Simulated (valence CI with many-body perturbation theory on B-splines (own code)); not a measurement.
# La⁶⁺: calculated level list

Calculated by configuration interaction combined with many-body perturbation theory (CI+MBPT): five valence electrons over a frozen Dirac-Fock core [Kr] 4d10, radial functions for each j: 7 s, 7 p, 7 d, 7 f, 4 g, 2 h, with the one-electron correlation potential Σ1 (screened to all orders), the two-electron term Σ2, the three-electron term Σ3, Breit, model QED; selected single and double excitations, second order for the rest, scaled by the run's own slope (own B-spline code, finite nucleus).

With an open or low-lying f shell, different configurations can be misplaced against each other by up to about 5,000 cm⁻¹. No measured spectrum was set against this ion. As an estimate, levels hold to about 250 cm⁻¹ or 0.2 % of their energy and the worst to 1 %, as in measured heavy ions of charge 2 to 7; those with d or f electrons hold less well. Among the levels kept, up to 2200 cm⁻¹ of a level comes from second order outside the variational space, and about a tenth of that is noise between levels of different J, which matters for small intervals.

Levels 181 to 216 of 216, with energies above the lowest level, 5s2 5p3 4S°_3/2. "Leading %" is the weight of the configuration and term that name the level; weights of strongly mixed levels are sums over their largest components and can fall short. In the jj column 3d3/2^4 stands for four electrons in 3d with j = 3/2.

```tsv
No.	Configuration	Term	J	E (cm⁻¹)	Leading %	Leading jj	Second component
181	4f2 5s2 5p	2F°	7/2	307110	51	4f7/2^2 5s^2 5p3/2 (57 %)	26 % 4f2 5s2 5p 4D°
182	4f 5s 5p3	2F	7/2	307560	26	4f7/2 5s 5p1/2 5p3/2^2 (36 %)	16 % 4f 5s 5p3 2G
183	4f 5s 5p3	2D	3/2	308010	43	4f7/2 5s 5p1/2 5p3/2^2 (32 %)	15 % 4f 5s 5p3 2P
184	4f2 5s2 5p	2G°	7/2	308850	53	4f5/2 4f7/2 5s^2 5p3/2 (64 %)	37 % 4f2 5s2 5p 2F°
185	4f2 5s2 5p	2G°	9/2	309090	87	4f7/2^2 5s^2 5p3/2 (57 %)	
186	4f2 5s2 5p	4P°	5/2	309120	41	4f5/2 4f7/2 5s^2 5p3/2 (67 %)	24 % 4f2 5s2 5p 2D°
187	4f2 5s2 5p	2D°	5/2	310200	42	4f7/2^2 5s^2 5p3/2 (54 %)	30 % 4f2 5s2 5p 4P°
188	4f2 5s2 5p	2K°	15/2	310660	96	4f5/2 4f7/2 5s^2 5p3/2 (81 %)	
189	4f 5s 5p3	2G	7/2	310970	45	4f7/2 5s 5p1/2 5p3/2^2 (60 %)	6 % 4f 5s 5p3 4G
190	4f2 5s2 5p	2H°	11/2	311630	75	4f5/2 4f7/2 5s^2 5p3/2 (58 %)	20 % 4f2 5s2 5p 2I°
191	4f 5s 5p3	2D	5/2	313930	38	4f7/2 5s 5p1/2 5p3/2^2 (37 %)	29 % 4f 5s 5p3 2F
192	5s2 5p2 6s	4P	3/2	314700	87	5s^2 5p1/2 5p3/2 6s (94 %)	6 % 5s2 5p2 6s 2P
193	4f 5s 5p3	4F	3/2	316040	26	4f5/2 5s 5p3/2^3 (35 %)	12 % 4f 5s 5p3 2D
194	4f2 5s2 5p	2P°	1/2	316340	91	4f7/2^2 5s^2 5p1/2 (34 %)	
195	4f 5s 5p3	2H	11/2	316690	37	4f7/2 5s 5p3/2^3 (42 %)	25 % 4f 5s 5p3 4G
196	4f 5s 5p3	4F	5/2	317270	22	4f5/2 5s 5p3/2^3 (31 %)	10 % 4f 5s 5p3 2F
197	4f 5s 5p3	2G	9/2	317560	30	4f5/2 5s 5p3/2^3 (30 %)	19 % 4f 5s 5p3 4F
198	5s2 5p2 6s	2P	1/2	318380	50	5s^2 5p1/2 5p3/2 6s (65 %)	16 % 5s2 5p2 6s 4P
199	4f 5s 5p3	2F	7/2	319060	30	4f5/2 5s 5p1/2 5p3/2^2 (26 %)	28 % 4f 5s 5p3 4F
200	4f2 5s2 5p	2H°	9/2	319100	95	4f5/2 4f7/2 5s^2 5p3/2 (79 %)	
201	4f2 5s2 5p	2D°	5/2	319780	81	4f5/2 4f7/2 5s^2 5p3/2 (48 %)	7 % 4f2 5s2 5p 4P°
202	4f 5s 5p3	2G	9/2	319870	31	4f7/2 5s 5p3/2^3 (22 %)	18 % 4f 5s 5p3 4F
203	5s2 5p2 6s	2P	1/2	319910	22	5s^2 5p1/2 5p3/2 6s (27 %)	20 % 4f 5s 5p3 2P
204	4f2 5s2 5p	2D°	3/2	320000	66	4f5/2 4f7/2 5s^2 5p3/2 (37 %)	19 % 4f2 5s2 5p 2P°
205	4f 5s 5p3	2F	7/2	320890	25	4f5/2 5s 5p3/2^3 (44 %)	12 % 4f 5s 5p3 4F
206	5s2 5p2 6s	4P	5/2	321240	48	5s^2 5p1/2 5p3/2 6s (73 %)	31 % 5s2 5p2 6s 2D
207	4f 5s 5p3	4F	3/2	321800	23	4f5/2 5s 5p1/2 5p3/2^2 (33 %)	11 % 4f 5s2 5p 5d 2P
208	4f 5s 5p3	2F	5/2	322050	19	4f5/2 5s 5p1/2 5p3/2^2 (33 %)	18 % 4f 5s 5p3 4F
209	4f 5s 5p3	4F	7/2	323720	31	4f7/2 5s 5p3/2^3 (25 %)	9 % 4f 5s 5p3 2F
210	4f2 5s2 5p	2P°	3/2	323970	64	4f5/2 4f7/2 5s^2 5p3/2 (48 %)	22 % 4f2 5s2 5p 2D°
211	4f 5s 5p3	4F	9/2	323980	35	4f7/2 5s 5p1/2 5p3/2^2 (36 %)	22 % 4f 5s 5p3 2G
212	5s2 5p2 6s	2D	3/2	324790	46	5s^2 5p1/2 5p3/2 6s (88 %)	43 % 5s2 5p2 6s 2P
213	5p5	2P°	3/2	325540	45	5p1/2^2 5p3/2^3 (45 %)	23 % 5s 5p3 5d 6D°
214	4f 5s 5p3	2D	5/2	325750	38	4f5/2 5s^2 5p1/2 5d3/2 (19 %)	13 % 4f 5s2 5p 5d 4G
215	4f2 5s2 5p	2P°	1/2	325790	88	4f5/2 4f7/2 5s^2 5p3/2 (70 %)	
216	5s 5p3 5d	6D°	1/2	326130	89	5s 5p1/2^2 5p3/2 5d3/2 (44 %)	6 % 5s 5p3 5d 4P°
```

Names give the largest LS component (configuration and term), which can be under half, so a name can repeat, a term be missing and a line seem to break the LS rules; names also repeat where a configuration has a term twice.

Where two levels of one J and parity lie close, their mixing, g and order are uncertain.
